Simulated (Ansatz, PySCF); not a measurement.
## One recipe, two programs

Each step was found twice, by two independent programs: Ansatz 0.2.0 (Cholesky-factored integrals) and PySCF 2.14 (density fitting with its default auxiliary sets, JK sets also for MP2 and CCSD(T)), each with its own PBE0-D4/def2-TZVP structures. Gas-phase electronic energies, without zero-point energy, by CCSD(T) at an estimated basis limit (MP2 extrapolated from triple and quadruple zeta, plus CCSD(T) − MP2 in triple zeta); def2-TZVPP and QZVPP, frozen cores, on PBE0-D4/def2-TZVP structures. Extrapolation: Hartree–Fock as exp(−7.88 √X), correlation as X^−2.97. Barriers and step energies count from each program's own start structure, in kcal/mol.

| step | barrier, Ansatz | barrier, PySCF | step energy, Ansatz | step energy, PySCF |
| --- | --- | --- | --- | --- |
| BH₃O ([BH2][OH]) → BHO ([BH][O]) + H₂ | 60.95 | 60.79 | 14.55 | 14.69 |
| ZnCl₂ + H₂ → ZnHCl ([Cl][ZnH]) + HCl | 37.88 | 37.76 | 23.55 | 23.60 |
| CH₆AlN ([CH3][AlH][NH2]) → AlNH₂ ([NH][AlH]) + CH₄ | 74.56 | 74.36 | 60.32 | 60.25 |
| AlH₃S ([AlH2][SH]) + NH₃ → AlNH₄ ([NH2][AlH2]) + H₂S (still joined by a long Al–S bond) | 31.29 | 31.41 | 26.21 | 26.53 |
| SiH₂Cl₂ ([Cl][SiH2][Cl]) + H₂O → SiH₂Cl₂O ([OH][SiH]([Cl])[Cl]) + H₂ | 40.17 | 39.95 | -18.97 | -18.94 |

(1) Where do the two programs differ most in the barrier, and how do such differences compare with 1 kcal/mol (0.043 eV)?

The T1 diagnostic stays at or below 0.020.

Answers

(1) For SiH₂Cl₂ ([Cl][SiH2][Cl]) + H₂O → SiH₂Cl₂O ([OH][SiH]([Cl])[Cl]) + H₂, by 0.22 kcal/mol. All differences lie under a quarter of 1 kcal/mol, well below what the choice of method changes.

Labels in which every atom is bracketed show which atoms are joined, not bond orders.
